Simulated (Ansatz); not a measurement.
As₃P₂⁺. The state is a singlet with charge 1. Geometry PBE-D4/def2-SVP.

```xyz
5

P    -0.611   -0.316   -1.498
P    -0.661    1.496   -0.199
As   -1.043   -0.666    0.889
As    1.130    0.741    1.119
As    1.185   -1.256   -0.312
```

The structure comes from a short search, and lower isomers may exist.

Q: Estimate the orbital energies around the gap (eV) in Ansatz with HF/STO-3G, HF/def2-TZVP, PBE-D4/def2-SVP, r2SCAN-D4/def2-TZVP, PBE0-D4/def2-TZVP.

A: 
```csv
orbital,HF/STO-3G,HF/def2-TZVP,PBE-D4/def2-SVP,r2SCAN-D4/def2-TZVP,PBE0-D4/def2-TZVP
HOMO−9,-25.31,-26.48,-20.36,-20.73,-21.97
HOMO−8,-22.45,-24.49,-19.21,-19.52,-20.64
HOMO−7,-18.90,-21.09,-16.47,-16.73,-17.80
HOMO−6,-15.69,-17.49,-14.04,-14.20,-14.98
HOMO−5,-14.84,-17.26,-13.73,-13.95,-14.72
HOMO−4,-13.38,-15.63,-12.94,-13.08,-13.72
HOMO−3,-13.31,-15.38,-12.80,-12.95,-13.57
HOMO−2,-12.80,-15.05,-12.44,-12.59,-13.24
HOMO−1,-12.11,-14.01,-11.14,-11.23,-11.95
HOMO,-12.10,-14.00,-11.11,-11.20,-11.93
LUMO,-2.19,-4.80,-8.65,-8.55,-7.84
LUMO+1,-0.65,-3.75,-7.82,-7.70,-6.98
LUMO+2,-0.49,-3.68,-7.76,-7.64,-6.92
LUMO+3,1.15,-3.25,-7.34,-7.15,-6.49
LUMO+4,1.41,-2.94,-7.08,-6.89,-6.21
LUMO+5,1.69,-2.79,-6.96,-6.76,-6.09
```
